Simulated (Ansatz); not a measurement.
Consider the substitution at a C–N bond: `CCNC=O` + `[CH3][In]([OH])[Cl]` → `CC[O][In]([CH3])[Cl]` + `NC=O`.

Program: Ansatz. Geometries: PBE0-D4/def2-TZVP. ΔE: electronic, gas phase. CCSD(T)/CBS adds triple-zeta CCSD(T) − MP2 to the extrapolated MP2 energy (def2 sets, frozen cores). This one scheme is used for every species. Functionals use def2-TZVPP. B3LYP here is the variant with VWN-RPA as its local correlation; programs differ in this. def2 core potentials past Kr. For In outer-core shells are correlated without core-valence functions, which leaves a few kJ/mol of doubt a bond. Each species was taken in one conformer, which may not be the lowest.

```tsv
level	ΔE (kcal/mol)
r2SCAN-D4	4.9
B3LYP-D4	4.4
SCS-MP2/def2-QZVPP	6.0
CCSD/CBS(def2)	5.7
```

(1) What does CCSD(T)/CBS give? (An estimate is asked.)

Largest T1 diagnostic among the species: 0.016.

Results:

(1) Ansatz gave: +5.7 kcal/mol. The listed levels differ from it by -0.8, -1.3, 0.3, 0.0 kcal/mol.

CCSD(T)/CBS has its own doubt, a few kJ/mol and more with outer-core shells, so smaller differences from it don't rank the levels.
